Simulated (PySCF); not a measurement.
Work out the structure from these simulated measurements.

Formula: C5H11FN; charge +1.

* Polarisability: 60.9 au [PBE0/def2-SVPD]
* Triplet: lowest triplet excitation (Tamm–Dancoff): 8.38 eV [TDA PBE0/def2-SVPD]
* Rotational structure: rotational constants A, B, C: 4.341, 1.939, 1.744 GHz [GFN2-xTB]
* UV, strongest line: among the 6 lowest singlet transitions: S3 at 9.20 eV (135 nm, f = 0.018) [TDDFT PBE0/def2-SVPD]
* 13C NMR: chemical shifts (computed TMS as zero) by class: 82.7 (1 C), 59.9 (1 C), 59.7 (1 C), 30.5 (1 C), 22.3 (1 C) ppm [GIAO PBE0/pcSseg-1]
* 1H NMR: chemical shifts (computed TMS as zero) by class: 5.28 (1 H), 5.21 (1 H), 5.12 (1 H), 4.89 (1 H), 4.85 (1 H), 4.69 (1 H), 3.10 (1 H), 2.93 (1 H), 1.96 (3 H) ppm [GIAO PBE0/pcSseg-1]
* NMR, other nuclei: isotropic shieldings of nuclei other than C and H, by class: 195 (1 N), 439 (1 F) ppm [GIAO PBE0/pcSseg-1]

The electronic properties come from PySCF, for the isolated species, density fitting. Levels stand in brackets. NMR shifts are as computed; neighbouring signals can stand in another order in a measured spectrum. The structure is a single GFN2-xTB conformer in the gas phase; no vibrational or solvent corrections. NMR values are class means; diastereotopic atoms form classes of their own.

Question: Propose a structure and show how it fits.

Answer: Numbering: `[CH3:1][C@@H:2]1[CH2:3][C@H:4]([CH2:5][F:6])[NH2+:7]1`. 5 carbons fall into 5 classes; from least to most shielded: sp3 C–F carbon [C5] (82.7 ppm), ring sp3 carbon bound to nitrogen [C2] (59.9 ppm), ring sp3 carbon bound to nitrogen [C4] (59.7 ppm), four-membered-ring carbon [C3] (30.5 ppm), methyl carbon [C1] (22.3 ppm). Hydrogen classes from least to most shielded: 1 H on an ammonium nitrogen, N7 (5.28 ppm), 1 H on an sp3 C–F carbon, C5 (5.21 ppm), 1 H on an sp3 C–F carbon, C5 (5.12 ppm), 1 H on an ammonium nitrogen, N7 (4.89 ppm), 1 H on an sp3 carbon bound to nitrogen, C2 (4.85 ppm), 1 H on an sp3 carbon bound to nitrogen, C4 (4.69 ppm), 1 H on a four-membered-ring carbon, C3 (3.10 ppm), 1 H on a four-membered-ring carbon, C3 (2.93 ppm), 3 H on a methyl carbon, C1 (1.96 ppm). The other shieldings belong to: 195 ppm, ammonium nitrogen [N7]; 439 ppm, alkyl fluorine [F6]. The optimised geometry has point group C1 and is an asymmetric top. Structure: `C[C@@H]1C[C@H](CF)[NH2+]1`. Computed isomers that give other values at the same levels: `C[C@@H]1[NH2+]C[C@@H]1CF` (13C chemical shifts (computed TMS as zero) by class: 84.2 (1 C), 68.2 (1 C), 50.8 (1 C), 42.0 (1 C), 17.4 (1 C) ppm); `C=C(F)CC[NH2+]C` (13C chemical shifts (computed TMS as zero) by class: 170.7 (1 C), 108.3 (1 C), 55.7 (1 C), 36.8 (1 C), 34.1 (1 C) ppm); `C[N+]1(C)CC(F)C1` (13C chemical shifts (computed TMS as zero) by class: 82.3 (1 C), 74.7 (2 C), 54.9 (1 C), 54.1 (1 C) ppm). The assignments are read from this structure; whether some other isomer fits the data as well wasn't checked. The mirror image fits equally.

The values belong to the conformer `[CH3:1][C@@H:2]1[CH2:3][C@H:4]([CH2:5][F:6])[NH2+:7]1`: C3–C4–C5–F6 -58°.
